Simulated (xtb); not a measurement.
SiCl2, SMILES Cl[Si]Cl (connectivity only; charge and spin as stated), neutral, multiplicity 1. All values are semi-empirical tight-binding results from xtb (GFN2-xTB unless named), good for trends rather than for accurate numbers. Coordinates come from a GFN2-xTB optimisation. The isomer is the one that the SMILES or the coordinates give; other isomers of the formula were not compared.

Computed properties:
| Property | Value |
|---|---|
| point group as xtb finds it | C2v |
| orbital gap | 2.75 eV |
| dipole moment | 0.12 D |
| zero-point energy | 1.5 kcal/mol |
| G − E(el) at 298.15 K (modified RRHO) | -15.7 kcal/mol |
| static polarisability (D4 model) | 60.3 bohr³ |
| solvation energy, GFN2-xTB/ALPB(water) | 0.2 kcal/mol |
| solvation energy, GFN2-xTB/ALPB(dmf) | -1.4 kcal/mol |
